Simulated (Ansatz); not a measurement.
Start from `CB/C=C/Cl` and change one atom or group to get `BS/C=C/BC`.

Ansatz, PBE0-D4/def2-TZVP geometries, multiplicity 1. Each molecule was computed in one conformer, which needn't be the lowest.

```json
{"property": "size of the dipole moment (PBE/def2-TZVPP) / D", "`CB/C=C/Cl`": "0.77"}
{"property": "size of the dipole moment (ωB97M-V/def2-TZVPP) / D", "`CB/C=C/Cl`": "0.88"}
{"property": "HOMO energy (B3LYP/def2-TZVPP) / eV", "`CB/C=C/Cl`": "-7.66"}
{"property": "HOMO energy (PBE0/def2-TZVPP) / eV", "`CB/C=C/Cl`": "-7.89"}
{"property": "size of the dipole moment (B3LYP/def2-TZVPP) / D", "`CB/C=C/Cl`": "0.79"}
{"property": "LUMO energy (PBE0/def2-TZVPP) / eV", "`CB/C=C/Cl`": "-1.95"}
```

Question: What does the change do to each property? (Estimate.)

Answer: Computed: 
```tsv
property	`BS/C=C/BC`	shift
size of the dipole moment (PBE/def2-TZVPP) / D	0.59	-0.18
size of the dipole moment (ωB97M-V/def2-TZVPP) / D	0.73	-0.15
HOMO energy (B3LYP/def2-TZVPP) / eV	-7.32	0.34
HOMO energy (PBE0/def2-TZVPP) / eV	-7.54	0.35
size of the dipole moment (B3LYP/def2-TZVPP) / D	0.66	-0.13
LUMO energy (PBE0/def2-TZVPP) / eV	-2.21	-0.26
```

With PBE0 the HOMO rises by 0.35 eV and the LUMO falls by 0.26 eV, so the gap narrows by about 0.61 eV. PBE moves the HOMO by 0.19 eV and ωB97M-V by 0.46 eV. Dipoles are sizes alone; their direction can turn.

B3LYP here is the variant with VWN-RPA as its local correlation; programs differ in this.
